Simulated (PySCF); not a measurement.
## Correlation energy of Ag²⁺ (silver, charge +2)

[Kr] 4d8 5s1, high-spin 4F determinant (an excited configuration). All numbers are calculated (PySCF 2.14, scalar relativity by spin-free X2C-1e, in ANO-RCC-VTZP (7s6p4d2f1g, 68 functions)). Frozen: [Ar] 3d10; 17 electrons correlated.

MP2 pair energies summed by pair of shells (mhartree):

```tsv
pair	energy	share (%)
4d-4d	-171.60	36.9
4p-4d	-154.07	33.1
4p-4p	-46.17	9.9
4d-5s	-34.26	7.4
4s-4d	-24.70	5.3
4s-4p	-22.14	4.8
4p-5s	-8.44	1.8
4s-4s	-3.47	0.7
4s-5s	-0.69	0.1
```

Total MP2 correlation energy: -465.54 mhartree.

Same-spin part -153.26 and opposite-spin part -312.28 mhartree; SCS-MP2 scales them by 1/3 and 6/5 to -425.82 mhartree.
